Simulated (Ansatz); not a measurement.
Mulliken charges of C2H2F3I, SMILES `FC(F)C(F)I` from B3LYP/def2-TZVPP in Ansatz (PBE0-D4/def2-TZVP geometry).

```
atom   x (Å)   y (Å)   z (Å)  charge (e)
  F1   0.178  -0.799   1.553      -0.192
  C2   0.624  -0.298   0.385       0.286
  F3   1.233  -1.301  -0.288      -0.193
  C4  -0.554   0.180  -0.446       0.082
  F5  -0.095   0.609  -1.645      -0.184
  I6  -1.575   1.774   0.554      -0.025
  H7   1.354   0.493   0.577       0.099
  H8  -1.279  -0.622  -0.590       0.126
```

Task: By hand: the dipole of these point charges (1 e Å = 4.8032 D).

Result: Σ q r = (-0.109, 0.148, 0.103) e Å, of length 0.211 e Å = 1.01 D.

Task: How does the dipole of the full density compare? (Estimate.)

Result: Computed: (-0.065, 0.098, 0.049) e Å, 0.61 D; the point charges give 1.66 times that, at 7° from its direction.

Point charges leave out the atoms' own dipoles, such as those of lone pairs, and Mulliken's split depends on the basis, so the two needn't agree.

B3LYP here is the variant with VWN-RPA as its local correlation; programs differ in this.
